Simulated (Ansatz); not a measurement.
CHBrF2 (SMILES FC(F)Br) moved off its minimum; all values from Ansatz (a first-principles code), cores frozen in correlated methods.
(charge 0, multiplicity 1)
```xyz
5

F     -1.4977     1.0287    -0.3591
C     -1.0165     0.0457     0.4001
F     -1.5910    -1.2874    -0.1651
Br     0.7855     0.0631    -0.1277
H     -1.2390    -0.0303     1.5121
```

Forces at wB97M-V/def2-TZVPP (eV/Å):

```json
[
 {"atom": "F1", "Fx": "-1.479", "Fy": "-0.250", "Fz": "1.202"},
 {"atom": "C2", "Fx": "-0.817", "Fy": "-3.293", "Fz": "-1.669"},
 {"atom": "F3", "Fx": "1.117", "Fy": "3.412", "Fz": "1.540"},
 {"atom": "Br4", "Fx": "1.100", "Fy": "-0.524", "Fz": "0.604"},
 {"atom": "H5", "Fx": "0.079", "Fy": "0.655", "Fz": "-1.676"}
]
```

Task: Give the forces (eV/Å), the total energy and the dipole at CCSD(T)/aug-cc-pVTZ.

Result: 
| atom | Fx | Fy | Fz |
|---|---|---|---|
| F1 | -1.601 | -0.091 | 1.101 |
| C2 | -0.822 | -3.330 | -1.523 |
| F3 | 1.038 | 3.283 | 1.489 |
| Br4 | 1.323 | -0.527 | 0.567 |
| H5 | 0.062 | 0.665 | -1.634 |
Energy -2810.7395 hartree, dipole 2.06 D.
